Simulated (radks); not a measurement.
Excited configurations of Yb III: one electron is placed in a higher orbital outside [Xe] 4f13. The ground configuration is [Xe] 4f14. Calculated with a radial shooting solver on a logarithmic mesh with Libxc functionals: Dirac Kohn-Sham, PBE, spin-unpolarised, spherical densities, point nucleus; open shells fill j = l - 1/2 first. Excitation = E - E(ground); binding = E(ion) - E, where the ion is the core of charge +3; n* = 3/sqrt(2 binding) in atomic units, and the quantum defect is n - n*.

outer orbital,excitation (eV),binding (eV),n*,quantum defect,eigenvalue (eV),<r> (bohr)
5d3/2,5.669,20.221,2.461,2.539,-15.290,2.248
6s1/2,5.066,20.824,2.425,3.575,-17.376,3.096
6d3/2,16.112,9.778,3.539,2.461,-8.117,5.495
6f5/2,20.612,5.279,4.816,1.184,-4.365,9.808
7d3/2,19.844,6.047,4.500,2.500,-5.121,9.466
7f5/2,22.164,3.727,5.732,1.268,-3.164,14.88

The Delta-SCF ionisation energy is 25.890 eV (NIST Atomic Spectra Database: 25.05 eV, semi-empirical). Self-interaction in the functional shifts the binding energies and quantum defects, so they are the method's values and not measured ones. Spin polarisation and multiplet splitting are left out, so open shells lie too high by an amount that depends on their filling.

Beside tabulated values, note that spin-unpolarised runs miss the spin-polarisation part of the exchange energy of open shells.
